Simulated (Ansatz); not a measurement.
W2O5⁻, relaxed as a doublet with UKS PBE-D4/def2-SVPD in Ansatz, starting from the GFN1-xTB geometry. Force threshold 0.02 eV/Å.

In the def2 sets W takes a core potential; there is no spin–orbit coupling. The structure holds 1 bond(s) between oxygen atoms. The charge -1 doublet is spin-contaminated (final ⟨S²⟩ up to 1.11, 0.75 for a pure state). The relaxation made no stability test and no search for a lower SCF solution. No other spin state of charge -1 was run. Another isomer (doublet) lies 5.36 eV lower at PBE0-D4/def2-TZVPD; other spin states weren't run for this one.

Start:

```xyz
7

W    -0.567    0.204   -0.624
W     1.781   -0.241    0.527
O    -1.638    0.349    0.900
O    -2.138    1.132   -0.165
O    -0.868   -1.135   -1.651
O     2.330   -1.186    1.842
O     1.100    0.878   -0.830
```

| step | energy (eV) | largest force component (eV/Å) | SCF passes |
| --- | --- | --- | --- |
| 1 | -13875.3061 | 2.794 | 72 |
| 2 | -13876.1553 | 1.016 | 49 |
| 3 | -13876.2227 | 1.716 | 48 |
| 4 | -13876.2654 | 1.466 | 49 |
| 5 | -13876.3391 | 0.597 | 42 |
| 6 (rejected) | -13876.3377 | 0.409 | 45 |
| 7 | -13876.3556 | 0.156 | 45 |
| 8 | -13876.3611 | 0.130 | 46 |
| 9 | -13876.3621 | 0.080 | 39 |
| 10 | -13876.3624 | 0.033 | 41 |
| 11 | -13876.3625 | 0.013 | 45 |

Force components are those of the run's own axes.

End:

Cartesian coordinates in Å:
```
W -0.510 0.189 -0.686
W 1.982 -0.127 0.479
O -1.451 0.242 1.034
O -2.104 1.091 0.032
O -0.863 -1.196 -1.672
O 1.783 -1.153 1.856
O 1.163 0.954 -1.044
```

By distances, no bond broke or formed. The bond that changes most is W2–O7, from 1.89 to 2.04 Å (atoms count from 1).

No frequencies were taken in this run, so the end may be a saddle point.

It took 53 s on 4 threads of Arm Neoverse V2 on a shared host.
